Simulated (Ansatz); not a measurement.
`C[O][GeH]([F])[C]#N` + H–F → `C[O][GeH]([F])[F]` + `C#N` at 298.15 K and 1 bar (ligand exchange at a Ge–C bond).

Isolated molecules relaxed with PBE0-D4/def2-TZVP in Ansatz; ΔE leaves out vibrations. CCSD(T)/CBS adds triple-zeta CCSD(T) − MP2 to the extrapolated MP2 energy (def2 sets, frozen cores). This one scheme is used for every species. For Ge outer-core shells are correlated without core-valence functions, which leaves a few kJ/mol of doubt a bond. Scalar relativity is left out up to krypton. One conformer a species, not always the lowest.

```csv
species,CCSD(T)/CBS energy (Eh),H − E (kJ/mol),S (J/(mol·K))
`C[O][GeH]([F])[C]#N`,-2384.32058,183.9,381.3
H–F,-100.39570,33.5,173.6
`C[O][GeH]([F])[F]`,-2391.41847,165.6,354.4
`C#N`,-93.32098,52.4,201.2
```

H − E and S are ideal-gas, rigid-rotor, harmonic terms from PBE0-D4/def2-TZVP, for one conformer and one mirror image of each species. 1 Eh = 2625.50 kJ/mol, R = 8.31446 J/(mol·K).

**Question.** By hand: ΔE, ΔH, ΔS and ΔG.

**Answer.** ΔE = (-2391.41847) + (-93.32098) − (-2384.32058) − (-100.39570) = -0.02317 Eh = -60.8 kJ/mol. Δ(H − E) = 165.6 + 52.4 − 183.9 − 33.5 = 0.6, so ΔH = -60.2 kJ/mol. ΔS = 354.4 + 201.2 − 381.3 − 173.6 = 0.7 J/(mol·K). ΔG = -60.2 − 298.15 × (0.7)/1000 = -60.4 kJ/mol.

**Question.** By hand: the equilibrium constant, and the temperature at which ΔG would vanish if ΔH and ΔS stayed fixed.

**Answer.** log₁₀ K = −ΔG/(RT ln 10) = 10.6. ΔH and −TΔS have one sign here, so there is no such temperature.

The number of gas molecules stays the same, so ΔS is small and ΔH decides. A doubt of 5 kJ/mol in ΔE shifts log₁₀ K by 0.9 here. Other conformers and mirror images would add mixing entropy, several J/(mol·K) or more a flexible species. Modes under 60 cm⁻¹, often nearly free rotors, make the harmonic entropy too high. These are equilibria of isolated gas molecules and say nothing of rates. Largest T1 diagnostic: 0.014 (customary marks: 0.02 for closed shells, 0.045 for open ones).

ΔS is within the doubt of such terms, so its sign, and with it that verdict, could turn.
